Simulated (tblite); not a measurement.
C4H12Cl2GeSi.
Numbering: `[CH3:1][GeH2:2][SiH2:3][C@@H:4]([CH3:5])[CH:6]([Cl:7])[Cl:8]` (hydrogens: H9, H10, H11 on C1; H12, H13 on Ge2; H14, H15 on Si3; H16 on C4; H17, H18, H19 on C5; H20 on C6)

Computed with GFN2-xTB (tblite), gas phase: L-BFGS steps from a force-field or distance-geometry start until the largest atomic force falls under 0.01 eV/Å.

Step 82: E = -746.6471 eV
```
atom  x, y, z in Å  |  force x, y, z in eV/Å
C1      2.7533    1.1570    0.2141    0.009  -0.009   0.003
Ge2     2.1842   -0.7231    0.4501    0.026   0.024  -0.014
Si3    -0.0089   -1.3606   -0.0629   -0.033   0.004  -0.020
C4     -1.1397    0.1539   -0.4207   -0.005   0.010  -0.036
C5     -2.2981   -0.1866   -1.3523   -0.001   0.010   0.013
C6     -1.6429    0.7724    0.8637   -0.017  -0.030  -0.021
Cl7    -0.2858    1.0465    1.9789   -0.001  -0.019  -0.027
Cl8    -2.8257   -0.2775    1.6783    0.015   0.018   0.003
H9      2.4029    1.7862    1.0270   -0.013  -0.009  -0.010
H10     3.8391    1.2014    0.1965    0.005   0.033  -0.001
H11     2.3866    1.5763   -0.7201    0.002  -0.030  -0.001
H12     3.1377   -1.5363   -0.4055   -0.030   0.003   0.036
H13     2.5936   -1.1350    1.8413   -0.007   0.016   0.014
H14    -0.6449   -2.1613    0.9847    0.025  -0.001  -0.024
H15    -0.0183   -2.1492   -1.3027   -0.040   0.004   0.006
H16    -0.5434    0.9308   -0.9122    0.052   0.019   0.030
H17    -2.8729   -1.0235   -0.9687   -0.003  -0.038   0.022
H18    -1.9112   -0.4568   -2.3308   -0.001  -0.020   0.003
H19    -2.9745    0.6587   -1.4738    0.021   0.043   0.004
H20    -2.1362    1.7374    0.7119   -0.004  -0.028   0.022
```

Step 83: E = -746.6477 eV
```
atom  x, y, z in Å  |  force x, y, z in eV/Å
C1      2.7540    1.1584    0.2111    0.005  -0.005  -0.004
Ge2     2.1800   -0.7213    0.4492    0.047   0.048   0.000
Si3    -0.0106   -1.3630   -0.0628   -0.044   0.014  -0.032
C4     -1.1400    0.1532   -0.4194    0.004   0.008  -0.032
C5     -2.2977   -0.1854   -1.3527    0.006   0.018   0.003
C6     -1.6422    0.7703    0.8662   -0.030  -0.039  -0.030
Cl7    -0.2853    1.0431    1.9797    0.017  -0.017  -0.013
Cl8    -2.8241   -0.2820    1.6807    0.018   0.029  -0.004
H9      2.4040    1.7897    1.0228   -0.013  -0.013  -0.014
H10     3.8402    1.2010    0.1949   -0.003   0.024   0.004
H11     2.3909    1.5784   -0.7246   -0.001  -0.038   0.008
H12     3.1367   -1.5351   -0.4004   -0.025  -0.008   0.027
H13     2.5855   -1.1292    1.8427   -0.005   0.016   0.015
H14    -0.6472   -2.1667    0.9815    0.025  -0.001  -0.015
H15    -0.0199   -2.1511   -1.3025   -0.039   0.002  -0.002
H16    -0.5418    0.9311   -0.9082    0.043   0.006   0.027
H17    -2.8750   -1.0213   -0.9692    0.000  -0.014   0.016
H18    -1.9076   -0.4586   -2.3296   -0.014  -0.014   0.014
H19    -2.9704    0.6633   -1.4778    0.028   0.014   0.009
H20    -2.1343    1.7358    0.7152   -0.017  -0.030   0.024
```

Task: Estimate the geometry and energy of step 84. (The exact step hangs on the optimiser's Hessian estimate; all steps are aligned on step 83, rigid shifts and turns removed.)

Result: E = -746.6486 eV, largest force 0.074 eV/Å
```
atom  x, y, z in Å  |  force x, y, z in eV/Å
C1      2.7556    1.1606    0.2071    0.002  -0.001  -0.008
Ge2     2.1750   -0.7173    0.4489    0.043   0.057   0.019
Si3    -0.0138   -1.3663   -0.0630   -0.031   0.028  -0.039
C4     -1.1407    0.1520   -0.4184    0.015   0.006  -0.017
C5     -2.2977   -0.1831   -1.3534    0.019   0.027  -0.004
C6     -1.6421    0.7662    0.8687   -0.030  -0.036  -0.030
Cl7    -0.2843    1.0376    1.9801    0.033  -0.015   0.001
Cl8    -2.8218   -0.2882    1.6838    0.015   0.032  -0.010
H9      2.4055    1.7950    1.0165   -0.011  -0.015  -0.018
H10     3.8421    1.1997    0.1930   -0.011   0.019   0.009
H11     2.3972    1.5802   -0.7309   -0.005  -0.042   0.014
H12     3.1340   -1.5331   -0.3930   -0.012  -0.023   0.012
H13     2.5763   -1.1200    1.8453   -0.005   0.016   0.014
H14    -0.6493   -2.1751    0.9772    0.021   0.001  -0.003
H15    -0.0221   -2.1533   -1.3026   -0.037  -0.002  -0.016
H16    -0.5387    0.9307   -0.9025    0.025  -0.010   0.021
H17    -2.8793   -1.0164   -0.9697   -0.003   0.009   0.016
H18    -1.9044   -0.4619   -2.3274   -0.021  -0.009   0.007
H19    -2.9637    0.6707   -1.4838    0.025  -0.012   0.012
H20    -2.1328    1.7327    0.7207   -0.033  -0.031   0.020
```

The energy changes by -0.0009 eV. The first-order estimate −F·Δx gives -0.0012 eV and the mean of the old and new forces, exact on a quadratic surface, -0.0009 eV. The step makes an angle of 77° with the force vector and moves no atom by more than 0.013 Å.

The cost below is that of the whole relaxation. On Arm Neoverse V1, one thread (shared host), this took 3.3 s wall.
